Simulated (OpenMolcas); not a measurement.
## Ta III: effect of the basis set

```json
{
 "Program": "OpenMolcas",
 "Method": "SS-CASPT2, IPEA 0.25 Eh, imaginary shift 0.1 Eh (closed shells correlated: 5s 5p)",
 "Active space": "3 electrons in 10 orbitals (5d 6d)",
 "State averaging": "2S+1 = 4 even, 10 roots; 2S+1 = 2 even, 40 roots",
 "Spin-orbit coupling": "state interaction with AMFI integrals over the reference wave functions, term energies averaged over their components"
}
```

A. ANO-R2 [8s6p5d3f1g], X2C, finite nucleus; CASPT2 step roughly 7 core-minutes
B. ANO-RCC-VTZP [8s7p5d3f2g1h], DKH2, point nucleus; CASPT2 step about 6 core-minutes
C. ANO-RCC-VQZP [9s8p6d4f3g2h], DKH2, point nucleus; CASPT2 step about 7 core-minutes

Energies in cm-1 above 5d3 4F 3/2.

```
            Level      A      B      C
       5d3 4F 3/2    0.0    0.0    0.0
       5d3 4F 5/2   2680   2570   2730
       5d3 4F 7/2   5200   5040   5230
       5d3 4F 9/2   7330   7180   7260
       5d3 2G 7/2  12470  12510  12060
       5d3 4P 5/2  14550  14540  14410
5d3 4P 3/2 [50 %]  15260  15270  15080
    5d3 2D 5/2(1)  18690  18720  18380
      5d3 2H 11/2  19170  19150  18440
       5d3 2F 7/2  24590  24560  23790
       5d3 2F 5/2  24700  24690  23880
    5d3 2D 5/2(2)  37440  37370  36540
    5d3 2D 3/2(2)  37480  37410  36590
```

Among A to C the level of the table that moves most is 5d3 2D 5/2(2), by 900 cm-1 (lowest in C, highest in A). Moves below CASPT2's spread within the term are not significant.

Term energies are means over components that CASPT2 splits; among the terms shown or strongly mixed into the levels shown the widest spread is 480 cm-1 (5d3 2D(1), C). Active for correlation alone: 6d; no level in the range computed is led by a configuration that fills it, so any true level of that kind is missing. Levels of configurations outside the active space are missing. Levels that lie high or do not pair safely by name in every column are left out.

A share in square brackets marks a mixed level and gives the weight of the term that names it, the lowest over the columns. A number in round brackets counts repeated terms of one configuration in the order of the reference energies.
